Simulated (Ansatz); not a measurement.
Computed with Ansatz on PBE0-D4/def2-TZVP structures; ΔE is electronic, products minus reactants. CCSD(T)/CBS is the MP2 limit (def2-TZVPP, def2-QZVPP) plus CCSD(T) − MP2 in def2-TZVPP, frozen cores. DFT in def2-TZVPP. B3LYP here is the variant with VWN-RPA as its local correlation; programs differ in this. One conformer a species, not always the lowest.

`N=C(N)O[SiH3]` → `NC1(N)O[SiH2]1`  (isomerisation)

`N=C(N)O[SiH3]`:

Cartesian coordinates in Å:
```
N -0.545 -1.139 1.061
C -0.761 -0.464 0.009
N -1.901 -0.614 -0.722
O 0.054 0.450 -0.579
Si 1.573 0.833 -0.019
H 0.367 -0.969 1.470
H -2.157 0.142 -1.331
H -2.645 -1.107 -0.262
H 1.498 1.376 1.361
H 2.448 -0.366 -0.027
H 2.068 1.858 -0.962
```

`NC1(N)O[SiH2]1`:

Cartesian coordinates in Å:
```
N 0.210 -1.132 0.974
C 0.034 0.030 0.190
N 0.216 1.252 0.903
O 0.814 0.109 -1.064
Si -0.814 0.073 -1.428
H -0.019 -1.980 0.474
H 1.165 -1.196 1.316
H 1.192 1.528 0.879
H -0.094 1.153 1.860
H -1.279 -1.145 -2.139
H -1.426 1.309 -1.963
```

```
             level  ΔE (kJ/mol)  difference from CCSD(T)/CBS
            PBE-D4        124.8                         -9.2
         r2SCAN-D4        138.8                          4.8
           PBE0-D4        131.8                         -2.2
          B3LYP-D4        148.6                         14.6
           ωB97X-V        137.9                          3.9
           ωB97M-V        137.1                          3.1
            B2PLYP        146.4                         12.4
               PBE        125.7                         -8.3
            r2SCAN        138.8                          4.8
              PBE0        132.5                         -1.5
             B3LYP        150.2                         16.2
     HF/def2-TZVPP        188.5                         54.5
    MP2/def2-TZVPP        134.7                          0.7
SCS-MP2/def2-TZVPP        142.5                          8.5
   CCSD/def2-TZVPP        144.0                         10.0
CCSD(T)/def2-TZVPP        139.6                          5.6
     HF/def2-QZVPP        188.3                         54.3
    MP2/def2-QZVPP        131.4                         -2.6
SCS-MP2/def2-QZVPP        139.4                          5.4
      HF/CBS(def2)        188.2                         54.2
     MP2/CBS(def2)        129.1                         -4.9
    CCSD/CBS(def2)        138.4                          4.4
       CCSD(T)/CBS        134.0                            0
```

Largest T1 diagnostic among the species: 0.013.

From PBE to PBE0 (25 % exact exchange), in def2-TZVPP and without D4, ΔE moves by +6.8 kJ/mol. In def2-TZVPP, CCSD(T) changes the Hartree–Fock value by −48.9 kJ/mol (the triples alone add −4.4 kJ/mol) and MP2 by −53.8 kJ/mol.
